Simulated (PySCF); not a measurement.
AlOCl, SMILES [O]=[Al][Cl]. Atoms are numbered in the order given.

```xyz
3

Al     0.0000     0.0000    -0.5886
O      0.0000     0.0000    -2.1853
Cl     0.0000     0.0000     1.4785
```

Geometry optimised at B3LYP-D3(BJ)/def2-TZVP.

These are TDA-B3LYP/def2-TZVPD run with PySCF values and carry that method's errors.

Vertical excitations; the highest root listed may be one member of a degenerate set. The molecule is in vacuum. State labels are in the subgroup C2v.

**Question.** List the lowest excited states. (Estimate from the structure and the level; the computed values follow.)

**Answer.** 
```csv
state,symmetry,energy (eV),λ (nm),f,main pairs
S1,B1,3.40,364,0.028,HOMO−1→LUMO (degenerate set)
S2,B2,3.40,364,0.028,HOMO→LUMO (degenerate set)
S3,A1,4.88,254,0.043,"HOMO−2→LUMO 72 %, HOMO→LUMO+2 14 %, HOMO−1→LUMO+1 14 %"
S4,A2,5.31,234,0.000,"HOMO→LUMO+1 50 %, HOMO−1→LUMO+2 50 %"
S5,A2,5.41,229,0.000,"HOMO−1→LUMO+2, HOMO→LUMO+1 (degenerate set)"
S6,A1,5.41,229,0.000,"HOMO−1→LUMO+1, HOMO→LUMO+2 (degenerate set)"
S7,B1,6.39,194,0.021,HOMO−4→LUMO (degenerate set)
S8,B2,6.39,194,0.021,HOMO−3→LUMO (degenerate set)
S9,B1,6.68,186,0.044,HOMO−2→LUMO+1 (degenerate set)
S10,B2,6.68,186,0.044,HOMO−2→LUMO+2 (degenerate set)
T1,B2,2.87,432,0,HOMO→LUMO (degenerate set)
T2,B1,2.87,432,0,HOMO−1→LUMO (degenerate set)
T3,A1,3.77,329,0,HOMO−2→LUMO 90 %
T4,A1,4.78,259,0,"HOMO→LUMO+2 45 %, HOMO−1→LUMO+1 45 %, HOMO−2→LUMO 8 %"
```
Triplets are in the Tamm–Dancoff approximation.
